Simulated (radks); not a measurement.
Isoelectronic series with 4 electrons, each ion in its NIST ground configuration. All-electron calculation, scalar-relativistic Kohn-Sham, r2SCAN, spin-polarised, spherical densities, finite nucleus; meta-GGA in the generalised Kohn-Sham scheme; Fermi nuclear charge, rms radius of each element as measured or else 0.836 A^(1/3) + 0.57 fm. Program: a radial shooting solver on a logarithmic mesh with Libxc functionals. Total energies (hartree) and mean radii <r> (bohr):

\begin{tabular}{lrrrr}
ion & configuration & E (hartree) & 2s & 1s \\ \hline
Be & [He] 2s2 & -14.65204 & 2.618 & 0.4182 \\
N3+ & [He] 2s2 & -51.19265 & 1.108 & 0.2281 \\
Ne6+ & [He] 2s2 & -110.32761 & 0.7098 & 0.1566 \\
Al9+ & [He] 2s2 & -192.13997 & 0.5224 & 0.1191 \\
S12+ & [He] 2s2 & -296.75585 & 0.4131 & 0.09598 \\
K15+ & [He] 2s2 & -424.33846 & 0.3414 & 0.08032 \\
Ti18+ & [He] 2s2 & -575.08862 & 0.2907 & 0.06900 \\
Mn21+ & [He] 2s2 & -749.24626 & 0.2529 & 0.06042 \\
Ni24+ & [He] 2s2 & -947.09223 & 0.2236 & 0.05369 \\
Ga27+ & [He] 2s2 & -1168.94961 & 0.2002 & 0.04826 \\
Se30+ & [He] 2s2 & -1415.18858 & 0.1811 & 0.04379 \\
Rb33+ & [He] 2s2 & -1686.22806 & 0.1651 & 0.04004 \\
Zr36+ & [He] 2s2 & -1982.53848 & 0.1516 & 0.03684 \\
Tc39+ & [He] 2s2 & -2304.64527 & 0.1400 & 0.03408 \\
Pd42+ & [He] 2s2 & -2653.13850 & 0.1299 & 0.03168 \\
In45+ & [He] 2s2 & -3028.67524 & 0.1210 & 0.02955 \\
Te48+ & [He] 2s2 & -3431.98035 & 0.1131 & 0.02767 \\
Cs51+ & [He] 2s2 & -3863.8722 & 0.1061 & 0.02598 \\
Ce54+ & [He] 2s2 & -4325.2463 & 0.09979 & 0.02445 \\
\end{tabular}
